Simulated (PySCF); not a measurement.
Oscillator strengths, rates and cross-sections

C₂H₇NSSi₂.
SMILES: `C(#C)[Si@H](N[SiH3])S`

Theory: TDDFT PBE0/def2-SVPD, vertical, gas phase, core orbitals frozen in the response in PySCF 2.14.0, density-fitted response routines. Isolated species at its GFN2-xTB geometry (one conformer only). Torsions of this conformer, `[CH:1]#[C:2][Si@@H:3]([SH:4])[NH:5][SiH3:6]`: C2–Si3–N5–Si6 71°, H–S4–Si3–C2 177°.

Computed singlets with f of 0.002 or more:

```json
{"state": "S1", "λ (nm)": "219.7", "f": "0.0067"}
{"state": "S2", "λ (nm)": "211.7", "f": "0.0065"}
{"state": "S3", "λ (nm)": "205.9", "f": "0.014"}
{"state": "S4", "λ (nm)": "203.4", "f": "0.0023"}
{"state": "S5", "λ (nm)": "199.3", "f": "0.026"}
{"state": "S8", "λ (nm)": "192.1", "f": "0.019"}
```

Question: Give A, τ, |μ| and ∫σ dE for each state.

Answer: A / s⁻¹ = 0.6670 f (ν̃ / cm⁻¹)² and τ = 1/A in vacuum; |μ| follows from f = (2/3) ΔE |μ|² (atomic units, 1 au = 2.5417 D); ∫σ dE = 109.76 f Mb·eV.

```
state  A (s⁻¹)       τ  |μ| (D)  ∫σ dE (Mb·eV)
   S1  9.3×10⁶  110 ns     0.56           0.74
   S2  9.7×10⁶  100 ns     0.54           0.72
   S3  2.2×10⁷   46 ns     0.78            1.5
   S4  3.7×10⁶  270 ns     0.32           0.25
   S5  4.4×10⁷   23 ns     1.05            2.9
   S8  3.4×10⁷   30 ns     0.87              2
```

The rates are for emission to S0 at the absorption energy, with no other channel.

Question: How much energy does a mole of photons resonant with S5 carry?

Answer: 6.222 eV × 96.485 = 600 kJ/mol (143 kcal/mol).

Question: Which computed singlets stay under f = 0.002?

Answer: S6 (6.29 eV, f 0.0019) and S7 (6.36 eV, f 0.0003).

Question: By what factor does the largest A in the list exceed the smallest?

Answer: S5 has 12 times the rate of S4.
